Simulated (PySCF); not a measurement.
B3LYP has the VWN-RPA correlation part, as in Gaussian. Excitations are Tamm–Dancoff values on a coarser integration grid. The basis has no diffuse functions, so Rydberg states are missing or too high.

Z-matrix (Å, degrees):
```
O
C 1 1.4085
H 2 1.0997 1 107.36
H 2 1.1045 3 108.45 1 -121.09
H 2 1.1045 3 108.45 4 -117.82
Ge 1 1.7601 2 121.53 3 179.95
I 6 2.4884 1 105.31 2 179.99
I 6 2.5133 1 109.30 2 59.81
I 6 2.5133 1 109.30 2 -59.84
```
Charge 0, spin multiplicity 1.

Q: What T1 excitation (TDA), HOMO, S1 excitation (TDA), dipole moment and HOMO–LUMO gap does B3LYP-D3(BJ)/def2-TZVP // PBE0-D3(BJ)/def2-SVP (PySCF) give?

A: 
```
Item                    Result
-------------------  ---------
T1 excitation (TDA)    3.16 eV
HOMO                  -7.44 eV
S1 excitation (TDA)    3.49 eV
dipole moment        0.212 e·Å
HOMO–LUMO gap          4.37 eV
```
